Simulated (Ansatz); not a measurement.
The cluster Al2Ga2As4⁺. Total charge 1; doublet. Geometry PBE-D4/def2-SVP, that of the neutral singlet; atoms count from 1.

```xyz
8

Al    1.5144   -0.7785    0.5960
Al    0.0427    1.5447    0.5491
Ga   -0.0459    0.1435   -2.8519
Ga   -1.3892   -0.1881    2.2370
As    1.2163   -1.7609   -1.4974
As   -1.6657    1.3385   -1.0084
As    1.3797    0.8029    2.3770
As   -1.0524   -1.1021   -0.4014
```

Another isomer (singlet) lies 0.17 eV lower at PBE0-D4/def2-TZVP; other spin states weren't run for this one.

(1) Estimate the Mulliken populations from the PBE0/def2-SVP orbitals of Ansatz.

(2) Where does the spin sit?

(3) And the Mayer bond orders between heavy atoms (over 0.3)?

Results:

(1) 
| atom | charge (e) | spin (α − β) |
| --- | --- | --- |
| Al1 | 0.53 | 0.01 |
| Al2 | 0.33 | 0.01 |
| Ga3 | 0.46 | 0.23 |
| Ga4 | 0.35 | 0.02 |
| As5 | -0.10 | 0.42 |
| As6 | -0.11 | 0.19 |
| As7 | -0.21 | 0.13 |
| As8 | -0.26 | -0.01 |
Mulliken values depend strongly on the basis.

(2) Summed by element: Al 0.02, Ga 0.25, As 0.73, of 1 unpaired in all. Largest on single atoms: As5 0.42, Ga3 0.23, As6 0.19.

(3) Al1–As5 1.01 (2.33 Å); Al1–As7 1.06 (2.39 Å); Al1–As8 0.40 (2.77 Å); Al2–As6 1.09 (2.32 Å); Al2–As7 1.04 (2.38 Å); Al2–As8 0.35 (3.02 Å); Ga3–As5 0.58 (2.66 Å); Ga3–As6 0.53 (2.73 Å); Ga4–As7 0.45 (2.94 Å); Ga4–As8 0.32 (2.81 Å); As5–As8 0.79 (2.60 Å); As6–As8 0.80 (2.59 Å).
